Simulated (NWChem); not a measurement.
Species: C5H7O, doublet; SMILES O=C1[CH]CCC1

```xyz
13

O     -0.0392     2.1368     0.0629
C     -0.0361     0.9174    -0.0008
C     -1.1929     0.0501     0.0271
C     -0.8006    -1.3736    -0.1038
C      0.7106    -1.3754     0.2085
C      1.1955     0.0276    -0.1618
H     -2.2149     0.4318     0.0802
H     -1.3853    -2.0495     0.5425
H     -0.9941    -1.7202    -1.1407
H      0.8527    -1.5420     1.2883
H      1.2493    -2.1788    -0.3137
H      1.5140     0.0862    -1.2181
H      2.0332     0.4016     0.4439
```
Atoms are numbered in this order, from 1.

Program: NWChem. Spin-unrestricted. Spin-contaminated determinants: UHF/def2-SVP (<S²> = 0.88), UHF/def2-SVPD (<S²> = 0.87), UHF/def2-TZVP (<S²> = 0.87). Coordinates come from a PBE0/def2-SVP, spin-unrestricted optimisation. No frequency run checked for a minimum. No stability test was run on the SCF state. Total energies compare along this basis series because the functional is fixed.

```csv
level,basis functions,energy (Ha),highest occupied level (eV),"lowest empty minus highest occupied level, either spin (eV)",dipole (D),relative time
UHF/def2-SVP,119,-268.0491,-10.26,12.25,3.29,1
UHF/def2-SVPD,179,-268.0630,-10.32,12.00,3.61,2
UHF/def2-TZVP,228,-268.3493,-10.24,12.03,3.51,5
```

Relative times are rough (shared machine, one core).
